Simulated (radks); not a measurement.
Problem. Successive ionisation energies (eV) of one element, from differences of total energies of ions in their ground configurations, starting at charge 44: 3492.5, 8109.6, 8341.2, 8568.7, 8880.2, 9120.9, 9357.3, 9988.7, 10220.9, 41939, 42931. All-electron calculation, scalar-relativistic Kohn-Sham, PBEsol, spin-polarised, spherical densities, finite nucleus; open shells are filled with parallel spins first (spin-orbit coupling, left out, can overturn this in heavy ions); Fermi nuclear charge, rms radius 4.8041 fm. Program: a radial shooting solver on a logarithmic mesh with Libxc functionals. Which element is it?

Solution. Caesium (Z = 55). The first species listed is Cs44+ in [Ne] 3s1, the last Cs54+ in 1s1.
